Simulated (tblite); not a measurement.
Compound: C3H11FO2Si3.
Structure used (GFN2-xTB), in Å, numbered top down from 1:
```xyz
20
C3H11FO2Si3 angstrom
O      1.6679    0.5297    1.2713
C      2.4526   -0.2714    0.8274
O      2.2542   -1.1008   -0.1443
C      0.9755   -1.1023   -0.8081
Si    -0.3935    0.0818   -0.0710
Si     0.0294    2.3022   -0.6695
Si    -1.0460   -0.6838    2.0364
C     -1.8106   -0.4914   -1.2850
F     -1.4192   -0.2557   -2.5941
H      3.4735   -0.3862    1.2258
H      0.6471   -2.1449   -0.7932
H      1.1809   -0.8489   -1.8516
H     -0.8776    2.7841   -1.7161
H     -0.1527    3.1793    0.4888
H      1.3950    2.5122   -1.1691
H     -0.3073   -1.8838    2.4595
H     -2.4672   -1.0521    2.0922
H     -0.8204    0.3247    3.0687
H     -2.0530   -1.5558   -1.2316
H     -2.7338    0.0738   -1.1396
```

Level: GFN2-xTB in tblite, geometry and Hessian alike; calculated harmonic values, unscaled, isolated species. Errors from tens to a few hundred cm⁻¹ against measured bands are possible. Modes of hydrogen on silicon can be 10 to 20 % off. One conformer, not necessarily the lowest.

Harmonic wavenumbers (cm⁻¹): 25.1, 50.7, 55.7, 67.6, 73.4, 92.9, 96.8, 105.2, 138.5, 176.9, 188.6, 268.7, 342.3, 367.0, 372.6, 419.5, 427.8, 450.8, 456.0, 509.1, 623.4, 634.9, 717.2, 725.5, 761.1, 789.9, 796.1, 801.4, 804.1, 810.4, 816.7, 937.1, 945.5, 1006.9, 1183.3, 1196.4, 1206.4, 1270.2, 1291.2, 1347.2, 1453.5, 1461.2, 1734.1, 2182.2, 2199.9, 2205.1, 2231.0, 2246.7, 2278.8, 2850.8, 2933.2, 2942.0, 2950.9, 2959.7.

A = 997.5, B = 765.1, C = 691.6 MHz; mass 182.005 u (most abundant isotopes); point group C1, symmetry number 1.

Question: Zero-point energy?

Answer: Half the sum of the wavenumbers: 27990 cm⁻¹ = 80.03 kcal/mol.

Question: Give the ideal-gas entropy at 400 K and 1 bar in the rigid-rotor, harmonic-oscillator model (classical rotation).

Answer: Translation 42.99, rotation 31.66, vibration 68.82: S = 143.5 cal/(mol K).

Question: And Cp and H(400 K) − H(0)?

Answer: Cp = 63.02 cal/(mol K), of which vibrations give 55.07 (their classical limit is 54 R = 107.3); H(400 K) − H(0) = 16.02 kcal/mol without the zero-point energy, 12.84 from vibrations.

Question: How do the functions run with temperature in this model?

Answer: 
```tsv
T (K)	S (cal/(mol K))	Cp (cal/(mol K))	H − H(0) (kcal/mol)	G − H(0) (kcal/mol)	ln q(vib)
100	83.8	28.4	1.91	-6.47	4.53
200	107.6	41.5	5.42	-16.10	9.72
300	126.7	53.4	10.18	-27.84	14.29
500	158.4	70.7	22.72	-56.48	22.38
800	195.4	86.6	46.54	-109.80	32.73
1000	215.5	93.3	64.57	-150.94	38.73
```

q(vib) and H(0) count from the zero-point level.

Question: Which modes carry the vibrational entropy at 400 K?

Answer: 25.1 cm⁻¹: 6.77; 50.7 cm⁻¹: 5.37; 55.7 cm⁻¹: 5.19; 67.6 cm⁻¹: 4.80; 73.4 cm⁻¹: 4.64; 92.9 cm⁻¹: 4.17 cal/(mol K); the other 48 give 37.88 together.

Question: What must be added to the electronic energy to get the Gibbs energy at 400 K and 1 bar?

Answer: ZPE + [H(400 K) − H(0)] − T·S = 80.03 + 16.02 − 57.39 = 38.66 kcal/mol.

Question: Blend soft modes into free rotors: weight 1/[1 + (100 cm⁻¹/ν̃)⁴] for the oscillator and the rest for a rotor with moment μB/(μ + B), μ = h/(8π²ν), B = 10⁻⁴⁴ kg m². What vibrational entropy results?

Answer: 60.26 cal/(mol K) in place of 68.82, which changes −T·S at 400 K by +3.42 kcal/mol.

Hindered rotation and anharmonicity are outside this model. Other conformers, if any are populated, would add a mixing term that is left out. The structure is chiral; the term R ln 2 for an equal mix with its mirror image is left out.
